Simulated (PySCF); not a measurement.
**Structure elucidation problem**

An unknown has the formula C3H2F6. Its calculated NMR data are:

¹H NMR (500 MHz, computed): δ 2.63 (sept, J = 9.0 Hz, 2H).

¹³C{¹H} NMR (computed): δ 134.1 (m), 43.2 (sept, J = 33.6 Hz).

Calculated, not measured (PySCF 2.14.0 with density-fitted response routines): PBE0-D3(BJ)/def2-SVP structure, GIAO CAM-B3LYP/pcSseg-2 shieldings, couplings computed with B3LYP/pcJ-1 (spin–dipole term only in couplings to heteroatoms). No solvent, averaged over atoms made equivalent by symmetry, fast rotation or ring inversion, single conformer, non-relativistic.

Chemical shifts δ = σref − σ; TMS for ¹H (σ = 31.34 ppm) and ¹³C (σ = 182.55 ppm), all at this level.

Propose a structure and justify it.

Results:


1. Rings plus π bonds: 0.
2. 2 carbon signals for 3 carbons: some carbons are equivalent by symmetry or fast rotation.
3. Carbon types of the structure: 2 × C, 1 × CH2, which accounts for all hydrogens.
4. δC 134.1: CF3 carbon; 3 electronegative neighbours deshield it.
5. δC 43.2: sp3 CH2; saturated and bonded to C and H only.
6. δH 2.63: hydrogen on an sp3 CH2.

Structure: SMILES FC(F)(F)CC(F)(F)F.

This is the structure that produced the data.

Common functionals overestimate the size of one-bond C–F couplings by tens of Hz; these are unscaled. Splittings below 1 Hz are ignored in the labels, and close J values are merged. Shifts are as computed, not scaled to solution data. Of 1211 compounds with measured shifts, 218 miss one by over three times the rms of a fit or turn the order of signals round; such compounds aren't used in these exercises.
